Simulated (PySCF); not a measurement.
## Heteronuclear NMR

Bonds (- single, = double, # triple, : aromatic): C1=C2, C2-C3, C2-Si4, Si4-C5, C5-C6, C6=C7, C7-C5. C1 carries H8, H9; C3 carries H10, H11, H12; Si4 carries H13, H14; C5 carries H15; C6 carries H16; C7 carries H17. H8 is cis to C3; H9 is trans to C3.

Calculated, not measured (PySCF 2.14): NMR shieldings at PBE0/pcSseg-1/GIAO, structure optimised with GFN2-xTB. No solvent model, relativity neglected, one computed conformer, equivalent nuclei averaged.

Question: Predict the 29Si NMR data.

Answer: 
```tsv
atoms	environment	σ (ppm)	δ (ppm)
Si4	silicon bonded to 2 C, 2 H	386.2	-37.4
```

Shieldings were converted by a linear fit to measured shifts: 29Si: δ = 279.94 − 0.822σ (rms 8.9 ppm, 72 shifts, 25.8 ppm with the 6 outliers that the fit left out vs TMS, solution or neat liquid). Occasional misses reach two or three times the rms, and more in compound classes unlike the fitted ones.

On a 600 MHz spectrometer 29Si resonates near 119.2 MHz, so 1 ppm is 119.2 Hz.
